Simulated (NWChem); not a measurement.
# Br anion

Results from NWChem. Level: PBE0/aug-cc-pVDZ; rows give the wavelength of the field.

Q: Among these, which field gives the highest value of “isotropic polarisability (bohr³)”?
(A) 1065 nm
(B) 589 nm
(C) static

A: B, 589 nm. Values: static 32.0; 1065 nm 32.6; 589 nm 33.9
